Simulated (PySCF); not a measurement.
## Dipole response of Sr+ (strontium, charge +1)

[Kr] 4d1, 2D determinant (an excited configuration). All numbers are calculated (PySCF 2.14, the spin-free X2C one-electron Hamiltonian (Gaussian nucleus), in aug-cc-pwCVTZ-X2C). Coupled (time-dependent) response in atomic units; α is the mean over directions.

| method | mean α (bohr³) | α xx, yy, zz | C₆ (like pair) | S(−4) |
| --- | --- | --- | --- | --- |
| PBE0 | 67.92 | 93.82, 93.82, 16.14 | 305.5 | 22900 |

S(−4) is the Cauchy moment in α(ω) = α(0) + S(−4) ω² + …

Spin-orbit coupling is absent.

α(iu) at PBE0:

```
u (hartree)  α(iu) (bohr³)
          0          67.92
     0.0500          40.97
      0.100          25.52
      0.200          16.09
      0.300          12.09
      0.500          8.110
      0.750          5.657
       1.00          4.196
       1.50          2.534
       2.00          1.669
       3.00         0.8673
       5.00         0.3563
```

For an ion, C₆ is the dispersion term alone; charge-induced terms of lower order in 1/R come first.

The components differ because the open shell of this determinant is not spherical; for a pure term their mean is the scalar polarisability.
